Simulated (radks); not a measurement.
Results of a calculation; reference values are marked as such.
The ruthenium ion Ru4+, configuration [Kr] 4d4. Code: a radial shooting solver on a logarithmic mesh with Libxc functionals. Model: Dirac Kohn-Sham, BLYP, spin-unpolarised, spherical densities, finite nucleus; open shells fill j = l - 1/2 first; Fermi nuclear charge, rms radius 4.4809 fm.

Unscreened Slater integrals over Kohn-Sham orbitals (eV). Large and small components are both included. Empty in this configuration: 4d5/2.

| integral | value |
|---|---|
| F0(4d3/2,4d3/2) | 17.933 |
| F2(4d3/2,4d3/2) | 9.1113 |
| F0(4d3/2,4p3/2) | 19.714 |
| F2(4d3/2,4p3/2) | 9.9017 |
| G1(4d3/2,4p3/2) | 12.494 |
| G3(4d3/2,4p3/2) | 7.6825 |
| F0(4d3/2,4p1/2) | 19.898 |
| G1(4d3/2,4p1/2) | 12.422 |
| F0(4d3/2,4s1/2) | 20.403 |
| G2(4d3/2,4s1/2) | 9.1995 |
| F0(4d3/2,4d5/2) | 17.863 |
| F2(4d3/2,4d5/2) | 9.0764 |
| G2(4d3/2,4d5/2) | 9.0725 |
| G4(4d3/2,4d5/2) | 5.9858 |
| F0(4p3/2,4p3/2) | 22.176 |
| F2(4p3/2,4p3/2) | 11.683 |
| F0(4p3/2,4p1/2) | 22.448 |
| G2(4p3/2,4p1/2) | 11.797 |
| F0(4p3/2,4s1/2) | 23.189 |
| G1(4p3/2,4s1/2) | 15.717 |
| F0(4p3/2,4d5/2) | 19.618 |
| F2(4p3/2,4d5/2) | 9.8311 |
| G1(4p3/2,4d5/2) | 12.382 |
| G3(4p3/2,4d5/2) | 7.6114 |
| F0(4p1/2,4p1/2) | 22.733 |
| F0(4p1/2,4s1/2) | 23.509 |
| G1(4p1/2,4s1/2) | 16.052 |
| F0(4p1/2,4d5/2) | 19.799 |
| G3(4p1/2,4d5/2) | 7.5482 |
| F0(4s1/2,4s1/2) | 24.380 |
| F0(4s1/2,4d5/2) | 20.295 |
| G2(4s1/2,4d5/2) | 9.0828 |
| F0(4d5/2,4d5/2) | 17.793 |
| F2(4d5/2,4d5/2) | 9.0430 |
| F4(4d5/2,4d5/2) | 5.9662 |
